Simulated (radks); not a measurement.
Exchange energies: the exact (Fock) value of the Kohn-Sham orbitals and density-functional approximations, in hartree. Species: Cr21+ [He] 2s1; Sb3+ [Kr] 4d10 5s2; Ga29+ [He]. All-electron calculation, non-relativistic Kohn-Sham, LDA (Slater exchange, Perdew-Wang correlation), spin-polarised, spherical densities, point nucleus. Program: a radial shooting solver on a logarithmic mesh with Libxc functionals. Every spin shell is full or empty, so the densities are truly spherical. Functionals are evaluated on that one density, not self-consistently.

functional     Cr21+      Sb3+     Ga29+
exact       -16.9170  -162.855  -19.1185
LDA          -14.687   -155.02   -16.403
revPBE       -16.902   -162.41   -19.007
RPBE         -16.947   -162.50   -19.049
OPTX         -16.876   -164.93   -19.009
B86b         -16.835   -162.87   -18.909
G96          -16.889   -163.45   -19.048
EV93         -17.612   -162.40   -19.836
TPSS         -16.975   -162.39   -19.123
revTPSS      -16.952   -161.37   -19.122
SCAN         -16.877   -163.13   -19.123
r2SCAN       -16.867   -162.69   -19.123
MS2          -16.973   -161.91   -19.125
Tao-Mo       -16.990   -161.55   -19.125
TASK         -16.591   -159.25   -19.123
MVS          -16.845   -162.97   -19.124
